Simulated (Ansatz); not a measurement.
Molecule: C₇H₁₅ (charge 0, doublet). It need not be the lowest isomer of its formula. 
Coordinates optimised at B3LYP-D3(BJ)/def2-TZVP (Ansatz, a program for electronic structure):
```xyz
22

C      1.5844    -1.0634    -0.8356
C      0.8642    -0.2282     0.1720
C      1.6842     0.7021     1.0049
C     -0.6188     0.0418    -0.0065
C     -1.3628    -1.2154    -0.4856
C     -0.8064     1.1553    -1.0644
C     -1.2655     0.5059     1.3088
H      1.1004    -2.0263    -1.0088
H      1.6439    -0.5680    -1.8186
H      2.6107    -1.2578    -0.5212
H      1.2637     0.8596     1.9997
H      1.7722     1.7008     0.5466
H      2.7003     0.3245     1.1283
H     -2.4336    -1.0130    -0.5538
H     -1.0264    -1.5369    -1.4715
H     -1.2190    -2.0447     0.2101
H     -0.3879     0.8576    -2.0274
H     -1.8681     1.3686    -1.2115
H     -0.3188     2.0805    -0.7526
H     -2.3400     0.6406     1.1701
H     -0.8570     1.4573     1.6499
H     -1.1164    -0.2316     2.1002
```
Charge 0, spin multiplicity 2.

Computed values are from Ansatz. Correlated levels leave the core frozen unless marked. UHF or UKS for open shells. Spin-orbit coupling is left out. No relativistic terms. Basis-set limits of correlation are two-point, X^-3; Hartree-Fock from the larger set. The bracket is a focal-point correction in the basis named.

### Question
What is the dipole moment at CCSD(T)/aug-cc-pVDZ?

### Answer
0.21 D.

### Question
What is the T1 diagnostic at CCSD/cc-pVTZ?

### Answer
0.010.

### Question
What is the total energy at RI-MP2/CBS(cc-pVTZ,cc-pVQZ)+[CCSD(T)-MP2]/cc-pVTZ?

### Answer
-275.3562 Eh.

### Question
What is the atomisation energy De at RI-MP2/CBS(cc-pVTZ,cc-pVQZ)+[CCSD(T)-MP2]/cc-pVTZ?

### Answer
2081.8 kcal/mol.
